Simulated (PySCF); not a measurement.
C4H7ClSi, SMILES ClC=C=C([SiH3])C. Atoms are numbered in the order given.

```xyz
13

C     -1.2155     1.9363    -0.9184
C     -0.9267     0.6343    -0.1987
Si    -2.2741    -0.6914    -0.1250
C      0.2230     0.3713     0.3779
C      1.3568     0.0740     0.9608
Cl     2.6746    -0.7312     0.1226
H     -1.4753     1.7437    -1.9730
H     -0.3526     2.6170    -0.8905
H     -2.0808     2.4471    -0.4635
H     -2.6607    -1.0831    -1.5133
H     -3.4850    -0.1309     0.5464
H     -1.7799    -1.8772     0.6231
H      1.5769     0.2979     2.0078
```

The structure is a stationary point at B3LYP-D3(BJ)/def2-SVP. This is a generated structure with no PubChem entry under its InChIKey; it may be hypothetical.

Two levels are set side by side: PBE/pcSseg-1 (PySCF) and PBE0/pcSseg-1 (PySCF). GIAO shifts against HCl (³⁵Cl), TMS (²⁹Si), TMS (¹H), TMS (¹³C) at the same level; non-relativistic, no solvent, atoms listed together averaged. Without spin–orbit terms, shifts of atoms bonded to Cl or Br come out too high at both levels. Differences are taken from unrounded values.

| quantity | PBE |
|---|---|
| δ(¹³C) of C1 (ppm) | 24.8 |
| δ(¹³C) of C2 (ppm) | 106.6 |
| δ(²⁹Si) of Si3 (ppm) | -65.6 |
| δ(¹³C) of C4 (ppm) | 220.4 |
| δ(¹³C) of C5 (ppm) | 101.3 |
| δ(³⁵Cl) of Cl6 (ppm) | 192.9 |
| δ(¹H) of H13 (ppm) | 6.35 |

These are the PBE values. What does PBE0 give? (Estimate from the structure and the level; the computed values follow.)


| quantity | PBE0 | PBE minus PBE0 |
|---|---|---|
| δ(¹³C) of C1 (ppm) | 23.5 | 1.3 |
| δ(¹³C) of C2 (ppm) | 106.7 | 0.0 |
| δ(²⁹Si) of Si3 (ppm) | -61.5 | -4.1 |
| δ(¹³C) of C4 (ppm) | 223.3 | -2.9 |
| δ(¹³C) of C5 (ppm) | 101.1 | 0.1 |
| δ(³⁵Cl) of Cl6 (ppm) | 163.6 | 29.3 |
| δ(¹H) of H13 (ppm) | 6.34 | 0.01 |

Rough cost on one machine, each run with all the roots and properties that it gave: PBE0 against PBE within a factor of 2.
